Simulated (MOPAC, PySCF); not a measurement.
[Zr(OH)(NH2)3], neutral singlet in the gas phase. 

Cartesian coordinates (Å):
```xyz
12

Zr    -0.0523     0.0373     0.0771
O      0.0428    -1.8942    -0.1537
H      0.0884    -2.8512    -0.2684
N      1.0607     0.6837     1.6821
H      0.7522     1.3342     2.4134
H      1.9580     0.2824     1.9821
N     -1.9778     0.6883     0.3961
H     -2.6952     0.1799     0.9280
H     -2.4401     1.4736    -0.0756
N      0.6462     1.0522    -1.5706
H      0.5260     0.7533    -2.5465
H      1.3085     1.8360    -1.5659
```
Charge 0, spin multiplicity 1.

All levels are single points at this geometry (PBE-D3(BJ)/def2-SVP); Pople sets use spherical d functions. Orbital energies aren't observables, and empty levels follow the basis.

B3LYP/6-311+G** (LANL2DZ on Zr) in PySCF gives gap (eV) = 6.15.

**Question.** Estimate the gap (eV) from each of these levels: TPSSh-D3(BJ)/def2-TZVP in PySCF; B3LYP/LANL2DZ in PySCF; BP86/6-31G* (LANL2DZ on Zr) in PySCF; PM6 in MOPAC; PM7 in MOPAC.

**Answer.** 
```tsv
level	gap (eV)
TPSSh-D3(BJ)/def2-TZVP in PySCF	5.68
B3LYP/LANL2DZ in PySCF	6.40
BP86/6-31G* (LANL2DZ on Zr) in PySCF	4.59
PM6 in MOPAC	9.83
PM7 in MOPAC	11.38
```
